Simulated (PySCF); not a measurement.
**Spin states of ScF**

Unrestricted PBE0; Sc def2-TZVPP, F def2-TZVPP; no relativity (PySCF 2.14). Outer shells of the fragments: Sc 3d1 4s2; F 2s2 2p5.

Followed along the bond (rough minima from three points):

```json
{"2Ms+1": "3", "unpaired": "σ ↑, δ ↑", "⟨S²⟩ at the start": "2.00", "R at minimum (Å)": "1.84", "Te (eV)": "0.00"}
{"2Ms+1": "1", "unpaired": "none", "⟨S²⟩ at the start": "0.00", "R at minimum (Å)": "1.79", "Te (eV)": "0.31"}
{"2Ms+1": "1", "unpaired": "σ ↓, δ ↑", "⟨S²⟩ at the start": "1.00", "R at minimum (Å)": "1.85", "Te (eV)": "0.31"}
{"2Ms+1": "3", "unpaired": "σ ↑, π ↑", "⟨S²⟩ at the start": "2.00", "R at minimum (Å)": "1.87", "Te (eV)": "0.59"}
{"2Ms+1": "1", "unpaired": "σ ↓, π ↑", "⟨S²⟩ at the start": "1.00", "R at minimum (Å)": "1.89", "Te (eV)": "0.90"}
{"2Ms+1": "3", "unpaired": "σ ↑↑", "⟨S²⟩ at the start": "2.00", "R at minimum (Å)": "1.91", "Te (eV)": "1.13"}
```

Solutions found at the starting distance of 1.935 Å, counted from the lowest of them; the search is not exhaustive and high or unbound solutions are not listed, so other states can lie among these:

| 2Ms+1 | unpaired | term | E (eV) | ⟨S²⟩ | ⟨Lz²⟩ | μ (D) |
| --- | --- | --- | --- | --- | --- | --- |
| 3 | σ ↑, δ ↑ | ³Δ | 0.00 | 2.00 | 4.00 | -3.31 |
| 1 | σ ↓, δ ↑ | mixed | 0.30 | 1.00 | 4.00 | -2.58 |
| 1 | none | ¹Σ⁺ | 0.47 | 0.00 | 0.00 | -2.96 |
| 3 | σ ↑, π ↑ | ³Π | 0.53 | 2.00 | 1.02 | -2.66 |
| 1 | σ ↓, π ↑ | mixed | 0.84 | 1.00 | 1.10 | -3.07 |
| 3 | σ ↑↑ | ³Σ⁺ | 1.04 | 2.00 | 0.00 | -1.15 |
| 3 | π ↑, δ ↑ | mixed | 1.60 | 2.00 | 4.80 | -3.56 |
| 1 | π ↓, δ ↑ | mixed | 1.97 | 1.00 | 4.84 | -3.24 |
| 3 | δ ↑↑ | ³Σ⁻ | 2.04 | 2.00 | 0.00 | -6.21 |
| 1 | δ ↑↓ | mixed | 2.20 | 1.00 | 8.01 | -6.17 |
| 1 | none | mixed | 2.59 | 0.00 | 8.00 | -6.07 |
| 3 | δ ↑↑ | mixed | 5.18 | 2.00 | 8.00 | -5.19 |
| 5 | σ ↑, π ↑↑, δ ↑ | mixed | 7.88 | 6.00 | 5.73 | 2.41 |
| 5 | σ ↑, π ↑↑, δ ↑ | mixed | 7.95 | 6.00 | 5.67 | 2.88 |

A term symbol is given only where ⟨S²⟩ and ⟨Lz²⟩ are close to those of a pure state; real π, δ and φ orbitals otherwise mix terms. A positive dipole means Sc(−)F(+).

**Question.** Compare the gap between the two lowest followed solutions at the starting distance with the gap between their minima.

**Answer.** At PBE0 the second solution (singlet, closed shell) lies +0.47 eV from the first (triplet, unpaired electrons σ ↑, δ ↑) at 1.935 Å and +0.31 eV at the minima; the two curves relax by different amounts, since their minima lie near 1.79 and 1.84 Å.

The state is the lowest single determinant that the PBE0 search found; with open d or f shells the true ground state can be another one.
